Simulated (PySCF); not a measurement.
ReOCl5, SMILES [O]=[Re]([Cl])([Cl])([Cl])([Cl])[Cl], multiplicity 1.

Geometry: B3LYP-D3(BJ)/def2-SVP. The spin state was assumed, not searched. The def2 effective core potentials stand for the cores of Re; spin–orbit coupling is left out.

The numbers are results of TDA-LC-ωPBE/def2-SVPD (PySCF), not measurements.

Vertical excitations; the highest root listed may be one member of a degenerate set.  State labels are in the subgroup C2v.

Give excitation energies, oscillator strengths and character. (The exact figures need the calculation; the answer reports its results.)


```tsv
state	symmetry	energy (eV)	λ (nm)	f	main pairs
S1	B1	1.29	958	0.000	HOMO−1→LUMO (degenerate set)
S2	B2	1.29	958	0.000	HOMO→LUMO (degenerate set)
S3	A1	1.91	649	0.000	HOMO−5→LUMO 99 %
S4	B1	2.11	587	0.012	HOMO−8→LUMO, HOMO−4→LUMO (degenerate set)
S5	B2	2.11	587	0.012	HOMO−7→LUMO, HOMO−3→LUMO (degenerate set)
S6	A2	2.18	568	0.000	HOMO−2→LUMO 79 %
S7	A2	2.20	563	0.000	HOMO−6→LUMO 99 %
S8	B1	2.57	483	0.050	HOMO−4→LUMO, HOMO−8→LUMO (degenerate set)
S9	B2	2.57	483	0.050	HOMO−3→LUMO, HOMO−7→LUMO (degenerate set)
S10	A2	2.78	446	0.000	HOMO→LUMO+1 49 %, HOMO−1→LUMO+2 49 %
T1	A2	1.07	1159	0	HOMO−2→LUMO 99 %
T2	B2	1.21	1020	0	HOMO→LUMO (degenerate set)
T3	B1	1.21	1020	0	HOMO−1→LUMO (degenerate set)
T4	B2	1.54	805	0	HOMO−3→LUMO 98 %
```
Triplets are in the Tamm–Dancoff approximation.
